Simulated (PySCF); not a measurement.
Compound: C6H15PSi.
Numbering: `[CH2:1]=[C:2]([CH3:3])[P:4]([CH2:5][CH3:6])[CH2:7][SiH3:8]` (hydrogens: H9, H10 on C1; H11, H12, H13 on C3; H14, H15 on C5; H16, H17, H18 on C6; H19, H20 on C7; H21, H22, H23 on Si8)

The same species was optimised twice, with GFN2-xTB and with PBE0-D3(BJ)/def2-SVP (PySCF), and the same property calculations (PySCF, gas phase) were run on both structures.

| coordinate | GFN2-xTB | PBE0-D3(BJ)/def2-SVP | change |
| --- | --- | --- | --- |
| C7–Si8 (Å) | 1.903 | 1.886 | -0.017 |
| C1=C2 (Å) | 1.327 | 1.340 | +0.013 |
| P4–C7 (Å) | 1.855 | 1.859 | +0.004 |
| P4–C5 (Å) | 1.867 | 1.863 | -0.004 |
| C5–C6 (Å) | 1.522 | 1.520 | -0.002 |
| C2–C3 (Å) | 1.497 | 1.499 | +0.002 |
| C2–P4 (Å) | 1.847 | 1.846 | -0.001 |
| C2–P4–C5 (°) | 98.4 | 100.2 | +1.8 |
| P4–C7–Si8 (°) | 111.2 | 113.1 | +1.9 |
| C5–P4–C7 (°) | 98.2 | 99.2 | +1.0 |
| P4–C5–C6 (°) | 111.4 | 112.3 | +0.9 |
| C2–P4–C7 (°) | 100.6 | 101.5 | +0.9 |
| C1–C2–C3 (°) | 122.3 | 122.6 | +0.3 |
| C3–C2–P4 (°) | 121.3 | 121.1 | -0.2 |
| C1–C2–P4 (°) | 116.4 | 116.2 | -0.2 |
| C1–C2–P4–C5 (°) | -111 | -122 | -11 |
| C2–P4–C5–C6 (°) | 68 | 68 | 0 |
| C2–P4–C7–Si8 (°) | -178 | -176 | +2 |

Rotational constants: A = 1887, B = 872.8, C = 712.2 MHz (GFN2-xTB) against A = 1833, B = 859.0, C = 706.1 MHz (PBE0-D3(BJ)/def2-SVP). Point groups within 0.08 Å: C1 and C1.

On the GFN2-xTB structure: HOMO (eV) -6.54 [PBE0/pcSseg-1]; LUMO (eV) -0.05 [PBE0/pcSseg-1]; dipole (D) 1.64 [PBE0/pcSseg-1]; GIAO shielding of C1 (ppm) 51.2 [PBE0/pcSseg-1]; GIAO shielding of C2 (ppm) 31.3 [PBE0/pcSseg-1]; GIAO shielding of C3 (ppm) 167.0 [PBE0/pcSseg-1]; GIAO shielding of P4 (ppm) 351.5 [PBE0/pcSseg-1]; GIAO shielding of C5 (ppm) 161.0 [PBE0/pcSseg-1]; GIAO shielding of C6 (ppm) 174.3 [PBE0/pcSseg-1]; GIAO shielding of C7 (ppm) 178.3 [PBE0/pcSseg-1]; GIAO shielding of Si8 (ppm) 424.9 [PBE0/pcSseg-1].

What do these properties become on the PBE0-D3(BJ)/def2-SVP structure?

```tsv
property	level	on GFN2-xTB	on PBE0-D3(BJ)/def2-SVP	change
HOMO (eV)	PBE0/pcSseg-1	-6.54	-6.54	0.00
LUMO (eV)	PBE0/pcSseg-1	-0.05	-0.16	-0.11
dipole (D)	PBE0/pcSseg-1	1.64	1.83	+0.19
energy, GFN2-xTB geometry as zero (kcal/mol)	PBE0/pcSseg-1	0.0	-1.7	-1.7
GIAO shielding of C1 (ppm)	PBE0/pcSseg-1	51.2	46.4	-4.8
GIAO shielding of C2 (ppm)	PBE0/pcSseg-1	31.3	29.5	-1.8
GIAO shielding of C3 (ppm)	PBE0/pcSseg-1	167.0	166.9	-0.1
GIAO shielding of P4 (ppm)	PBE0/pcSseg-1	351.5	349.3	-2.2
GIAO shielding of C5 (ppm)	PBE0/pcSseg-1	161.0	160.9	-0.1
GIAO shielding of C6 (ppm)	PBE0/pcSseg-1	174.3	172.8	-1.5
GIAO shielding of C7 (ppm)	PBE0/pcSseg-1	178.3	177.6	-0.7
GIAO shielding of Si8 (ppm)	PBE0/pcSseg-1	424.9	421.1	-3.8
```

The heavy atoms differ by 0.125 Å rms after alignment. Among bonds between heavy atoms C7–Si8 changes most (-0.017 Å). Changes are differences of the printed values. Neither structure is proved a minimum here.

Conformer computed: `[CH2:1]=[C:2]([CH3:3])[P:4]([CH2:5][CH3:6])[CH2:7][SiH3:8]`: C1–C2–P4–C5 -122°, C2–P4–C5–C6 68°, C2–P4–C7–Si8 -176°.
